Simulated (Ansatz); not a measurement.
Reaction (ligand exchange at the Si–C bond): `[SiH3]C[SiH2]P` + `N=CF` → `F/C=N/[SiH3]` + `C[SiH2]P`

Computed with Ansatz on PBE0-D4/def2-TZVP structures; ΔE is electronic, products minus reactants. CCSD(T)/CBS adds triple-zeta CCSD(T) − MP2 to the extrapolated MP2 energy (def2 sets, frozen cores). This one scheme is used for every species. DFT in def2-TZVPP. B3LYP here is the variant with VWN-RPA as its local correlation; programs differ in this. HSE06 is defined as in plane-wave codes. One conformer a species, not always the lowest.

```tsv
level	ΔE (kJ/mol)	difference from CCSD(T)/CBS
LDA (SPW92)	-40.3	1.6
PBE-D4	-39.2	2.7
revPBE-D4	-38.7	3.2
BLYP-D4	-47.0	-5.1
r2SCAN-D4	-45.2	-3.3
B97M-V	-46.4	-4.5
PBE0-D4	-39.7	2.2
B3LYP-D4	-47.2	-5.3
r2SCANh-D4	-44.9	-3.0
HSE06-D4	-39.7	2.2
BHLYP-D4	-48.5	-6.6
CAM-B3LYP-D4	-48.8	-6.9
ωB97X-V	-44.3	-2.4
ωB97M-V	-43.3	-1.4
B2PLYP	-50.1	-8.2
PBE-QIDH	-43.3	-1.4
PBE	-42.5	-0.6
BLYP	-52.9	-11.0
r2SCAN	-46.3	-4.4
PBE0	-42.6	-0.7
B3LYP	-52.2	-10.3
r2SCANh	-46.0	-4.1
HSE06	-42.7	-0.8
BHLYP	-53.6	-11.7
LC-ωPBE	-42.9	-1.0
RPA@PBE/def2-TZVPP	-40.6	1.3
MP2/def2-SVP	-40.6	1.3
CCSD/def2-SVP	-37.5	4.4
CCSD(T)/def2-SVP	-36.8	5.1
HF/def2-TZVPP	-57.2	-15.3
MP2/def2-TZVPP	-45.1	-3.2
SCS-MP2/def2-TZVPP	-47.0	-5.1
CCSD/def2-TZVPP	-42.8	-0.9
CCSD(T)/def2-TZVPP	-41.4	0.5
HF/def2-QZVPP	-57.7	-15.8
MP2/def2-QZVPP	-45.5	-3.6
SCS-MP2/def2-QZVPP	-47.5	-5.6
HF/CBS(def2)	-57.7	-15.8
MP2/CBS(def2)	-45.6	-3.7
CCSD/CBS(def2)	-43.3	-1.4
CCSD(T)/CBS	-41.9	0
```

Q: What do rigid-rotor, harmonic-oscillator terms from PBE0-D4/def2-TZVP frequencies (298.15 K, 1 bar) make of the CCSD(T)/CBS value? (Best estimate.)

A: The calculation gave: ΔZPE = -0.8 kJ/mol, ΔH = -42.7 kJ/mol, ΔS = -2 J/(mol·K), ΔG = -42.1 kJ/mol. Modes under 50 cm⁻¹ make the entropy rough.

Largest T1 diagnostic among the species: 0.014.

Leaving LDA and LC-ωPBE aside and taking each functional with its dispersion term where it has one, the values spread over 11.4 kJ/mol, from B2PLYP to revPBE-D4. In def2-TZVPP, CCSD(T) changes the Hartree–Fock value by +15.8 kJ/mol (the triples alone add +1.4 kJ/mol) and MP2 by +12.1 kJ/mol.

CCSD(T)/CBS has its own doubt, a few kJ/mol and more with outer-core shells, so smaller differences from it don't rank the levels.
